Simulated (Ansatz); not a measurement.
This geometry of CH$_{7}$AsOSi (11 atoms, charge 0, multiplicity 1) is a first-order saddle point.

Computed with RKS B3LYP/def2-SVP in Ansatz 0.2.0.

```xyz
11
Properties=species:S:1:pos:R:3
O -1.411 1.100 -0.704
C -0.509 1.212 0.387
Si 0.038 -0.557 0.815
As 1.137 -1.560 -0.921
H -1.616 1.983 -1.035
H 0.387 1.814 0.141
H -0.982 1.672 1.281
H -1.170 -1.324 1.238
H 1.060 -0.563 1.901
H 2.536 -2.049 -0.797
H 0.595 -1.785 -2.286
```

Question: Which two structures does it join? (They come from a converged band through this point; their orientation in space is the band's.)

Answer: No bond is made or broken. The height of As4 over the plane of its neighbours goes from -0.96 to 0.94 Å.

Image 0:

```xyz
11
Properties=species:S:1:pos:R:3
O -1.079 0.985 -0.980
C -0.274 1.116 0.179
Si -0.045 -0.619 0.941
As 0.939 -2.190 -0.568
H -1.185 1.855 -1.386
H 0.726 1.542 -0.042
H -0.737 1.774 0.945
H -1.370 -1.155 1.367
H 0.832 -0.494 2.145
H 2.125 -1.260 -0.849
H 0.134 -1.612 -1.733
```

Image 8:

```xyz
11
Properties=species:S:1:pos:R:3
O -1.094 1.090 -0.999
C -0.361 1.289 0.201
Si 0.210 -0.427 0.805
As 1.343 -1.475 -1.020
H -1.376 1.950 -1.338
H 0.535 1.926 0.049
H -0.966 1.776 0.994
H -0.957 -1.214 1.301
H 1.174 -0.241 1.933
H 1.520 -2.787 -0.250
H 0.035 -1.945 -1.656
```

Question: How far does it lie above each of them?

Answer: 130.7 kJ/mol above the first and 130.1 kJ/mol above the second. This is the barrier of this one path; another mechanism may lie lower.

The run took 2.4 min on 2 threads of Intel(R) Xeon(R) Platinum 8488C (Sapphire Rapids), on a shared host, peak memory 0.29 GiB.
